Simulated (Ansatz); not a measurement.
Molecule: sum formula MoO2Cl2, charge -1, multiplicity 2. The spin state was set by rule; other spins were not relaxed. SMILES of the parent species: [O]=[Mo](=[O])([Cl])[Cl]
Coordinates optimised at B3LYP-D3(BJ)/def2-TZVP (Ansatz, a first-principles code):
```
Mo
O 1 1.7168
O 1 1.7168 2 116.54
Cl 1 2.3764 2 110.85 3 -128.02
Cl 1 2.3764 2 110.85 3 128.02
```
Charge -1, spin multiplicity 2.

Parts of the frozen-core correlation energy in def2-TZVPP (Ansatz, hartree). Frozen orbitals: 16; correlated occupied orbitals by spin: 17 and 16; virtual: 169 and 170. Open shells are spin-unrestricted. No spin-orbit coupling. Past Kr the def2 sets carry scalar-relativistic core potentials.

```csv
term,value
reference (HF),-1136.57670
MP2 opposite-spin,-0.81226
MP2 same-spin,[?]
CCSD correlation,[?]
(T),[?]
T1 diagnostic,0.031
largest doubles amplitude,0.056
<S^2> of the reference,0.843
```

Some entries are withheld; supply them.


- MP2 same-spin, value: -0.32744
- CCSD correlation, value: -1.11321
- (T), value: -0.07002
